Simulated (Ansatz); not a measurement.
Two isomers of CH9BSi3: A = `[SiH3][Si]1([SiH3])BC1`, B = `[SiH3]C1B[SiH2][SiH2]1`.

Computed with Ansatz on PBE0-D4/def2-TZVP structures; ΔE is electronic, products minus reactants. CCSD(T)/CBS adds triple-zeta CCSD(T) − MP2 to the extrapolated MP2 energy (def2 sets, frozen cores). Functionals use def2-TZVPP. B3LYP here is the variant with VWN-RPA as its local correlation; programs differ in this.

A:

```xyz
14

Si   -1.967   -1.205    0.139
Si   -0.071    0.139    0.345
Si    0.097    1.929   -1.124
B     1.210   -0.341    1.702
C     1.809   -0.645    0.369
H    -3.185   -0.412    0.460
H    -2.106   -1.733   -1.246
H    -1.874   -2.352    1.081
H     1.466    2.504   -1.011
H    -0.905    2.973   -0.786
H    -0.131    1.499   -2.530
H     1.234   -0.867    2.766
H     2.226   -1.620    0.121
H     2.197    0.133   -0.288
```

B:

Z-matrix (Å, degrees):
```
Si
Si 1 2.401
B 1 2.255 2 49.7
C 1 1.928 2 85.5 3 25.3
H 1 1.485 2 110.0 3 135.0
H 1 1.481 2 122.8 3 -91.1
H 2 1.481 1 121.9 3 108.7
H 2 1.483 1 104.6 3 -122.9
H 3 1.202 1 114.3 2 -108.4
Si 4 1.865 1 107.6 2 90.5
H 4 1.091 1 116.5 2 -142.9
H 10 1.488 4 110.9 1 74.9
H 10 1.488 4 109.5 1 -44.9
H 10 1.488 4 110.8 1 -164.5
```

**Question.** Which is lower in electronic energy at CCSD(T)/CBS, and by how much? (An estimate is asked.)

**Answer.** Computed: B, by 22.4 kcal/mol.

**Question.** Give E(B) − E(A) in kcal/mol with B2PLYP, r2SCAN-D4, CCSD/def2-TZVPP, B3LYP, PBE0-D4, ωB97M-V, PBE-D4. (Best estimate.)

**Answer.** Computed: B2PLYP -20.2, r2SCAN-D4 -21.2, CCSD/def2-TZVPP -22.1, B3LYP -17.6, PBE0-D4 -21.6, ωB97M-V -23.7, PBE-D4 -19.4. None reverses the order clearly.

Largest T1 diagnostic: 0.015.

In def2-TZVPP, CCSD(T) changes the Hartree–Fock value by −2.2 kcal/mol (the triples alone add +0.0 kcal/mol) and MP2 by −4.5 kcal/mol. The D4 term adds −2.3 kcal/mol with B3LYP and −1.1 kcal/mol with PBE0; it sums over pairs of atoms, weighted by their polarisabilities, and B3LYP, whose exchange is more repulsive, gets the larger term.
